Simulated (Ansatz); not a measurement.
C2H8BFSi (`B[Si](C)(C)F`) from Hartree–Fock to CCSD(T)

```xyz
13

B    -1.045   -0.101   -1.729
Si   -0.367   -0.270    0.155
C     1.286   -1.139    0.188
C    -0.251    1.409    0.967
F    -1.379   -1.154    1.052
H    -0.409    0.526   -2.529
H    -2.063   -0.592   -2.119
H     1.224   -2.141   -0.243
H     1.639   -1.236    1.218
H     2.032   -0.573   -0.376
H     0.106    1.306    1.995
H     0.448    2.053    0.426
H    -1.221    1.911    0.996
```

The species carries charge 0 and has multiplicity 1. All single points use the PBE0-D4/def2-TZVP geometry. Frozen core, restricted reference, the Gaussian-basis code of Ansatz. CBS rows extrapolate triple and quadruple zeta; past MP2 they add the triple-zeta difference.

```json
{"basis": "def2-TZVPP", "HF (Eh)": "-493.60449", "MP2 corr.": "-0.82416", "CCSD corr.": "?", "(T)": "-0.02973", "CCSD(T) total": "?"}
{"basis": "def2-QZVPP", "HF (Eh)": "?", "MP2 corr.": "-0.88677", "CCSD corr.": "–", "(T)": "–", "CCSD(T) total": "–"}
{"basis": "CBS(def2)", "HF (Eh)": "-493.62608", "MP2 corr.": "?", "CCSD corr.": "?", "(T)": "as TZ", "CCSD(T) total": "?"}
```

**Question.** Fill in the withheld values. (Best estimate.)

**Answer.** The calculation gave: def2-TZVPP CCSD corr.: -0.87867; def2-TZVPP CCSD(T) total: -494.51289; def2-QZVPP HF (Eh): -493.62347; CBS(def2) MP2 corr.: -0.93315; CBS(def2) CCSD corr.: -0.98765; CBS(def2) CCSD(T) total: -494.64346.
